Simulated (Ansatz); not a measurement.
Ansatz (a first-principles code) input for GeTe, SMILES [Te]=[Ge] (connectivity only; charge and spin as stated), neutral, multiplicity 1, PBE0/def2-TZVPD. Geometry: PBE0-D3(BJ)/def2-TZVP. The def2 effective core potentials stand for the cores of Te; spin–orbit coupling is left out.

Ansatz 0.2 input:
```yaml
crystal:
  periodic: [false, false, false]
  atoms:
    - {symbol: Ge, position_ang: [0.00000000, 0.00000000, -1.44763018]}
    - {symbol: Te, position_ang: [0.00000000, 0.00000000, 0.89084934]}
basis:
  gaussian:
    orbitals: def2-TZVPD
hamiltonian:
  xc: {name: PBE0}
```

It prints:

```
WARN ansatz: RAYON_NUM_THREADS=1 ignored (pool sized by the plan → 1); use --threads N
Functional definition: PBE0
integrals: 0.04 GiB planned
903 factors; their error is unknown
mean field: 0.40 GiB planned
mean field evaluation 1: about -63804.2968 eV, gradient 1.8e1 eV
mean field evaluation 2: about -63797.6206 eV, gradient 4.8e1 eV
mean field evaluation 4: about -63805.1760 eV, gradient 1.9e0 eV
mean field evaluation 8: about -63805.5783 eV, gradient 1.2e-1 eV
mean field evaluation 16: about -63805.5784 eV, gradient 1.0e-5 eV
mean field -63805.57836647 eV, -2344.8117559934 hartree, gradient 1.0e-5 eV, S^2 0.000000; 0 other end points of the search recorded, 0 dependent functions left out
reference -63805.57839301 eV, -2344.8117569686 hartree; 28, 28 occupied and 85, 85 virtual orbitals, 903 factors
Total energy: -63805.57839301 eV, -2344.8117569686 hartree
```

Self-consistency was reached.

Cost: about 3 core-seconds (a rough figure).
